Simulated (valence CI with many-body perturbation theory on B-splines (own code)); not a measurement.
**Level structure of Au65+**

Computed by valence CI with perturbative core correlation (CI+MBPT): four valence electrons over a frozen Dirac-Fock core [Ne], a basis of 11 s, 11 p, 10 d, 8 f, 5 g, 2 h functions for each j, with the one-electron correlation potential Σ1 (screened to all orders), the two-electron term Σ2, the three-electron term Σ3, Breit, model QED; selected single and double excitations, second order for the rest, scaled by the run's own slope (own B-spline code, finite nucleus).

The last digits are not significant, and no measured levels were compared; by estimate large intervals hold to a few tenths of a per cent, small ones and those within an open d or f shell to about a per cent. Among the levels kept, up to 590 cm⁻¹ of a level comes from second order outside the variational space, and about a tenth of that is noise between levels of different J, which matters for small intervals.

Levels 136 to 167 of 167, with energies above the lowest level, (3s^2 3p1/2^2) J=0. "Leading %" is the weight of the configuration and term that name the level; weights of strongly mixed levels are sums over their largest components and can fall short. In the jj column 3d3/2^4 stands for four electrons in 3d with j = 3/2. Lifetimes count E1, E2, E3, M1 and M2 decay at the calculated energies, and are blank where another channel may lead or the interval is too uncertain; long ones can be off by a factor of two.

| No. | Configuration | Term | J | E (Ry) | Leading % | Second component | Lifetime | g | Leading jj |
| --- | --- | --- | --- | --- | --- | --- | --- | --- | --- |
| 136 | 3s3p²3d | ³D | 3 | 149.57 | 76 | 6 % 3s3p²3d ³F | 218 fs | 1.292 | 3s 3p3/2^2 3d5/2 (98 %) |
| 137 | 3s3p²3d | ³D | 2 | 149.74 | 31 | 28 % 3s3p²3d ³P | 391 fs | 1.277 | 3s 3p3/2^2 3d5/2 (95 %) |
| 138 | 3s3p²3d | ³F | 4 | 149.81 | 62 | 18 % 3s3p²3d ¹G | 146 fs | 1.172 | 3s 3p3/2^2 3d5/2 (98 %) |
| 139 | 3s3p²3d | ³D | 3 | 150.72 | 50 | 19 % 3s3p²3d ¹F | 167 fs | 1.251 | 3s 3p3/2^2 3d5/2 (97 %) |
| 140 | 3s3p²3d | ¹D | 2 | 150.75 | 45 | 27 % 3s3p²3d ³D | 250 fs | 1.089 | 3s 3p3/2^2 3d5/2 (97 %) |
| 141 | 3s3p²3d | ¹P | 1 | 151.80 | 35 | 30 % 3s3p²3d ³P | 144 fs | 1.068 | 3s 3p3/2^2 3d5/2 (96 %) |
| 142 | 3s3p²3d | ¹D | 2 | 152.81 | 37 | 25 % 3s3p²3d ³P | 129 fs | 1.111 | 3s 3p3/2^2 3d5/2 (95 %) |
| 143 | 3p³3d | ³F° | 2 | 153.07 | 42 | 18 % 3p³3d ³D° | 207 fs | 0.986 | 3p1/2 3p3/2^2 3d3/2 (87 %) |
| 144 | 3p³3d | ³D° | 1 | 153.46 | 41 | 40 % 3p³3d ⁵D° | 168 fs | 0.991 | 3p1/2 3p3/2^2 3d3/2 (93 %) |
| 145 | 3p³3d | ⁵D° | 0 | 153.91 | 50 | 24 % 3p³3d ¹S° | 171 fs |  | 3p1/2 3p3/2^2 3d3/2 (93 %) |
| 146 | 3p³3d | ³F° | 3 | 154.05 | 33 | 28 % 3p³3d ³G° | 174 fs | 1.061 | 3p1/2 3p3/2^2 3d3/2 (91 %) |
| 147 | 3p³3d | ³G° | 4 | 154.36 | 44 | 34 % 3p³3d ¹G° | 198 fs | 1.041 | 3p1/2 3p3/2^2 3d3/2 (89 %) |
| 148 | 3p²3d² | ³F | 4 | 154.45 | 30 | 13 % 3p²3d² ⁵F | 1.38 ps | 1.171 | 3p1/2^2 3d5/2^2 (98 %) |
| 149 | 3p²3d² | ³P | 2 | 155.24 | 21 | 16 % 3p²3d² ³F | 1.21 ps | 1.200 | 3p1/2^2 3d5/2^2 (98 %) |
| 150 | 3p³3d | ³F° | 2 | 155.50 | 22 | 20 % 3p³3d ⁵D° | 145 fs | 1.073 | 3p1/2 3p3/2^2 3d3/2 (82 %) |
| 151 | 3p³3d | ³P° | 1 | 155.87 | 22 | 17 % 3p³3d ³S° | 147 fs | 1.298 | 3p1/2 3p3/2^2 3d3/2 (54 %) |
| 152 | 3p³3d | ³F° | 2 | 156.06 | 37 | 10 % 3p³3d ¹D° | 183 fs | 0.970 | 3p1/2 3p3/2^2 3d3/2 (70 %) |
| 153 | 3p³3d | ³D° | 3 | 156.17 | 19 | 16 % 3p³3d ¹F° | 150 fs | 1.141 | 3p1/2 3p3/2^2 3d3/2 (73 %) |
| 154 | 3p²3d² | ³P | 0 | 157.40 | 61 | 21 % 3p²3d² ¹S | 1.02 ps |  | 3p1/2^2 3d5/2^2 (97 %) |
| 155 | 3s3p3d² | ⁵D° | 0 | 157.41 | 75 | 19 % 3s3p3d² ³P° | 136 fs |  | 3s 3p3/2 3d3/2^2 (94 %) |
| 156 | 3p³3d | ³D° | 1 | 157.61 | 16 | 13 % 3p³3d ³S° | 132 fs | 1.042 | 3p1/2 3p3/2^2 3d3/2 (57 %) |
| 157 | 3s3p3d² | ⁵F° | 3 | 157.88 | 24 | 15 % 3s3p3d² ⁵G° | 129 fs | 1.119 | 3s 3p3/2 3d3/2^2 (82 %) |
| 158 | 3s3p3d² | ⁵F° | 2 | 158.00 | 25 | 18 % 3s3p3d² ⁵D° | 113 fs | 1.144 | 3s 3p3/2 3d3/2^2 (64 %) |
| 159 | 3s3p3d² | ⁵D° | 1 | 158.20 | 24 | 21 % 3p³3d ³D° | 103 fs | 1.028 | 3p1/2 3p3/2^2 3d3/2 (59 %) |
| 160 | 3s3p3d² | ³F° | 4 | 158.28 | 27 | 21 % 3s3p3d² ³G° | 141 fs | 1.169 | 3s 3p3/2 3d3/2^2 (87 %) |
| 161 | 3s3p3d² | ³P° | 2 | 159.97 | 29 | 21 % 3s3p3d² ⁵P° | 117 fs | 1.560 | 3s 3p3/2 3d3/2^2 (83 %) |
| 162 | 3s3p3d² | ³D° | 1 | 160.80 | 40 | 14 % 3s3p3d² ¹P° | 87.9 fs | 0.815 | 3s 3p3/2 3d3/2^2 (79 %) |
| 163 | 3s3p3d² | ³F° | 2 | 161.11 | 47 | 13 % 3s3p3d² ¹D° | 83.0 fs | 0.867 | 3s 3p3/2 3d3/2^2 (86 %) |
| 164 | 3p³3d | ³F° | 4 | 161.49 | 48 | 22 % 3p³3d ⁵D° | 271 fs | 1.266 | 3p1/2 3p3/2^2 3d5/2 (82 %) |
| 165 | 3s3p3d² | ³G° | 3 | 161.50 | 45 | 14 % 3s3p3d² ¹F° | 80.7 fs | 0.949 | 3s 3p3/2 3d3/2^2 (82 %) |
| 166 | 3p³3d | ³D° | 3 | 161.68 | 51 | 22 % 3p³3d ⁵D° | 196 fs | 1.299 | 3p1/2 3p3/2^2 3d5/2 (90 %) |
| 167 | 3p³3d | ³G° | 5 | 161.81 | 64 | 15 % 3s3p3d² ³G° | 462 fs | 1.193 | 3p1/2 3p3/2^2 3d5/2 (64 %) |

Where two levels of one J and parity lie close, their mixing, g and order are uncertain.
